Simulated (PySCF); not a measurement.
# How methods differ on the ionisation energy of Sb²⁺

Sb²⁺ [Kr] 4d10 5s2 5p1 (2P) → Sb³⁺ [Kr] 4d10 5s2 (1S), as a difference of total energies. Calculation: PySCF 2.14, in def2-TZVPPD with the def2 core potential (28 electrons); a scalar-relativistic core potential. Correlated levels: valence: 4s2 4p6 4d10 frozen. The calculations carry no spin-orbit coupling.

```json
{"method": "UHF", "ionisation energy (eV)": "24.143", "difference from reference (eV)": "-1.180"}
{"method": "MP2 (valence)", "ionisation energy (eV)": "24.357", "difference from reference (eV)": "-0.966"}
{"method": "SCS-MP2 (valence)", "ionisation energy (eV)": "24.347", "difference from reference (eV)": "-0.976"}
{"method": "CCSD (valence)", "ionisation energy (eV)": "24.427", "difference from reference (eV)": "-0.896"}
{"method": "CCSD(T) (valence)", "ionisation energy (eV)": "24.443", "difference from reference (eV)": "-0.880"}
{"method": "CCSDT (valence)", "ionisation energy (eV)": "24.449", "difference from reference (eV)": "-0.874"}
```

Reference: 25.323 eV (measured; NIST Atomic Spectra Database, ionization energies).

The reference lies between the lowest fine-structure levels, while these numbers refer to the centres of the terms.

Errors of the correlated levels include the incompleteness of this basis and the frozen core.
